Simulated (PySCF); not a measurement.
Isomers of C5H6ClFO2, mass 152.004 u with the commonest isotopes. The calculation used PBE0/def2-SVPD in PySCF (dipole) on a GFN2-xTB geometry, gas phase. One conformer each, none proved a minimum here; rigid rotors.

Question: Order these by rotational constant C, smallest first.
A. `[O:1]=[C:2]1[CH2:3][O:4][CH2:5][C@@:6]1([F:7])[CH2:8][Cl:9]` with C5–C6–C8–Cl9 59°, O1–C2–C3–O4 -169°, C2–C3–O4–C5 -27°, C3–O4–C5–C6 31°, O4–C5–C6–F7 94°
B. `[CH2:1]=[CH:2][C@@H:3]([Cl:4])[C@H:5]([F:6])[C:7](=[O:8])[OH:9]` with C1–C2–C3–Cl4 111°, C2–C3–C5–F6 56°, C3–C5–C7–O8 69°, C5–C7–O9–H 178°
C. `[O:1]=[C:2]([OH:3])/[C:4](=[CH:5]/[Cl:6])[CH2:7][CH2:8][F:9]` with O1–C2–O3–H 0°, O1–C2–C4–C5 0°, C2–C4–C7–C8 75°, C4–C7–C8–F9 64°
D. `[CH3:1][O:2][C@@H:3]1[CH2:4][C@:5]1([F:6])[C:7](=[O:8])[Cl:9]` with C1–O2–C3–C4 153°, C4–C5–C7–O8 -22°

Answer: C (718.9 MHz), B (899.1 MHz), D (920.3 MHz), A (1120 MHz).

Question: Order these by out-of-plane moment Σ m c² = (Ia + Ib − Ic)/2, smallest first.
A. `[O:1]=[C:2]([OH:3])/[C:4](=[CH:5]/[Cl:6])[CH2:7][CH2:8][F:9]` with O1–C2–O3–H 0°, O1–C2–C4–C5 0°, C2–C4–C7–C8 75°, C4–C7–C8–F9 64°
B. `[CH2:1]=[CH:2][C@@H:3]([Cl:4])[C@H:5]([F:6])[C:7](=[O:8])[OH:9]` with C1–C2–C3–Cl4 111°, C2–C3–C5–F6 56°, C3–C5–C7–O8 69°, C5–C7–O9–H 178°
C. `[CH3:1][O:2][C@@H:3]1[CH2:4][C@:5]1([F:6])[C:7](=[O:8])[Cl:9]` with C1–O2–C3–C4 153°, C4–C5–C7–O8 -22°
D. `[O:1]=[C:2]1[CH2:3][O:4][CH2:5][C@@:6]1([F:7])[CH2:8][Cl:9]` with C5–C6–C8–Cl9 59°, O1–C2–C3–O4 -169°, C2–C3–O4–C5 -27°, C3–O4–C5–C6 31°, O4–C5–C6–F7 94°

Answer: A (45.68 u·Å²), B (84.32 u·Å²), C (88.01 u·Å²), D (137.54 u·Å²).

Question: Order these by rotational constant A, largest first.
A. `[O:1]=[C:2]1[CH2:3][O:4][CH2:5][C@@:6]1([F:7])[CH2:8][Cl:9]` with C5–C6–C8–Cl9 59°, O1–C2–C3–O4 -169°, C2–C3–O4–C5 -27°, C3–O4–C5–C6 31°, O4–C5–C6–F7 94°
B. `[O:1]=[C:2]([OH:3])/[C:4](=[CH:5]/[Cl:6])[CH2:7][CH2:8][F:9]` with O1–C2–O3–H 0°, O1–C2–C4–C5 0°, C2–C4–C7–C8 75°, C4–C7–C8–F9 64°
C. `[CH2:1]=[CH:2][C@@H:3]([Cl:4])[C@H:5]([F:6])[C:7](=[O:8])[OH:9]` with C1–C2–C3–Cl4 111°, C2–C3–C5–F6 56°, C3–C5–C7–O8 69°, C5–C7–O9–H 178°
D. `[CH3:1][O:2][C@@H:3]1[CH2:4][C@:5]1([F:6])[C:7](=[O:8])[Cl:9]` with C1–O2–C3–C4 153°, C4–C5–C7–O8 -22°

Answer: D (1953 MHz), A (1793 MHz), C (1647 MHz), B (1571 MHz).

| SMILES | point group | Ia (u·Å²) | Ib (u·Å²) | Ic (u·Å²) | κ | μa (D) | μb (D) | μc (D) |
| --- | --- | --- | --- | --- | --- | --- | --- | --- |
| O=C1COC[C@@]1(F)CCl | C1 | 281.91 | 444.39 | 451.21 | -0.95 | 0.52 | 0.16 | 1.78 |
| O=C(O)/C(=C/Cl)CCF | C1 | 321.60 | 472.73 | 702.97 | -0.18 | 1.51 | 1.26 | 2.03 |
| C=C[C@@H](Cl)[C@H](F)C(=O)O | C1 | 306.81 | 423.92 | 562.09 | -0.22 | 0.10 | 0.87 | 0.95 |
| CO[C@@H]1C[C@]1(F)C(=O)Cl | C1 | 258.81 | 466.36 | 549.15 | -0.68 | 2.28 | 1.20 | 1.21 |
